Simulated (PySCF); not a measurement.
Isomers of C4H10ClFSi. The calculation used TDDFT wB97X-D/def2-SVPD, vertical, gas phase, core orbitals frozen in the response (PySCF). Geometries: GFN2-xTB; one conformer of each isolated species. Triplets are in the Tamm–Dancoff approximation.

A. `CCC[Si@H](F)CCl`
B. `[SiH3]CC[C@](C)(Cl)F`
C. `CC[Si@](C)(Cl)CF`

Lowest singlet levels (six at most, fewer where fewer were computed) with oscillator strengths:

1. 7.51 eV (f 0.001); 7.74 eV (f 0.001); 8.38 eV (f 0.025); 8.81 eV (f 0.040); 8.88 eV (f 0.055); 8.92 eV (f 0.044); T1 6.84 eV
2. 6.85 eV (f 0.011); 7.31 eV (f 0.005); 7.81 eV (f 0.004); 7.98 eV (f 0.014); 8.33 eV (f 0.010); 8.42 eV (f 0.012); T1 6.22 eV
3. 7.47 eV (f 0.001); 7.93 eV (f 0.013); 8.13 eV (f 0.067); 8.37 eV (f 0.114); 8.81 eV (f 0.004); 8.90 eV (f 0.020); T1 7.02 eV

Task: Which spectrum belongs to which structure?

Result: 1 = B, 2 = A, 3 = C.
- A: S1 at 6.85 eV, HOMO→LUMO (84%); Löwdin shares by element: HOMO chlorine 49%, carbon 27% or more, silicon 10%; LUMO chlorine 35%, silicon 19%, carbon 16% or more, fluorine 8% (atoms not listed hold the other 22%); HOMO -10.07 and LUMO 1.69 eV.
- B: S1 at 7.51 eV, HOMO→LUMO+1 (55%), HOMO-1→LUMO+1 (11%), HOMO→LUMO (11%); Löwdin shares by element: HOMO chlorine 42%, carbon 31% or more (atoms not listed hold the other 27%); LUMO silicon 29%, chlorine 13%, carbon 13% or more (atoms not listed hold the other 45%); HOMO -10.49 and LUMO 1.84 eV.
- C: S1 at 7.47 eV, HOMO→LUMO+1 (74%); Löwdin shares by element: HOMO carbon 36% or more, chlorine 17%, silicon 16% (atoms not listed hold the other 32%); LUMO silicon 19%, carbon 16% or more, chlorine 15% (atoms not listed hold the other 50%); HOMO -9.99 and LUMO 2.02 eV.
B and C have S1 within 0.04 eV of each other; their strongest listed levels stand at 8.88 eV (f 0.055) and 8.37 eV (f 0.114).

Without π bonds the low states are Rydberg-like; a valence basis with one diffuse set may place them up to an eV too high.
